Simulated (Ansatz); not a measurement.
A run of Ansatz (development build ahead of 0.2.0) on doublet SiF4(+) at this shape:

```yaml
atoms:
  - { symbol: Si, position_ang: [-0.0008, -0.0151, 0.0035] }
  - { symbol: F, position_ang: [1.1150, 0.9435, -0.5430] }
  - { symbol: F, position_ang: [0.4604, -0.6275, 1.3727] }
  - { symbol: F, position_ang: [-0.2496, -1.1702, -1.0292] }
  - { symbol: F, position_ang: [-1.3291, 0.7937, 0.2131] }
```

Its results:

- Converged: yes
- Total energy: -685.94714 hartree
- Spin squared of the determinant: 0.754
- Stability test: minimum

Forces (eV/Å):
| atom | Fx | Fy | Fz |
| --- | --- | --- | --- |
| Si1 | 2.277 | 9.659 | 8.740 |
| F2 | -0.870 | -1.569 | -0.454 |
| F3 | -0.444 | -0.491 | -1.688 |
| F4 | -1.510 | -6.014 | -5.500 |
| F5 | 0.547 | -1.585 | -1.098 |

(1) Which input gives this output? Name the method, the orbitals and the basis set, and write the input.

## Answers

(1) UHF in def2-SVP.

```yaml
crystal:
  periodic: [false, false, false]
  atoms:
    - { symbol: Si, position_ang: [-0.00078, -0.01509, 0.00353] }
    - { symbol: F, position_ang: [1.11499, 0.94354, -0.54296] }
    - { symbol: F, position_ang: [0.46039, -0.62754, 1.37269] }
    - { symbol: F, position_ang: [-0.24959, -1.17024, -1.02924] }
    - { symbol: F, position_ang: [-1.32905, 0.79374, 0.21312] }
basis:
  gaussian: { orbitals: def2-SVP }
total_charge: 1
magnetization:
  spin_polarized: true
  initial_magnetization: 1
hamiltonian:
  xc: hf
output:
  forces: true
```

Caution: the determinant breaks the point group.
